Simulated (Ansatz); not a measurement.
Basis-set extrapolation for `[SiH3]OB(S)O[SiH3]` (PBE0-D4/def2-TZVP geometry, frozen core, the Gaussian-basis code of Ansatz). Multiplicity 1, RHF reference.

```csv
,def2-TZVPP,def2-QZVPP
HF,-1154.219847,-1154.258659
MP2 correlation,-0.984645,-1.063648
CCSD(T) correlation,-1.086284,not run
```

Energies in hartree. Use E(X) = E(∞) + A·exp(−7.88·√X) for Hartree–Fock and E(X) = E(∞) + B·X^(−2.97) for correlation, with X = 3 and 4, and add CCSD(T) minus MP2 of the smaller set to the MP2 limit.

What is the CCSD(T) energy at the basis-set limit?

HF limit: -1154.258659 + (-0.038812) × 0.13774 = -1154.26400. MP2 limit: -1.063648 + (-0.079003) × 0.74074 = -1.12217. Higher-order term: -1.086284 − (-0.984645) = -0.10164. Total: -1155.48781 hartree, 114.0 kcal/mol below CCSD(T)/def2-TZVPP.
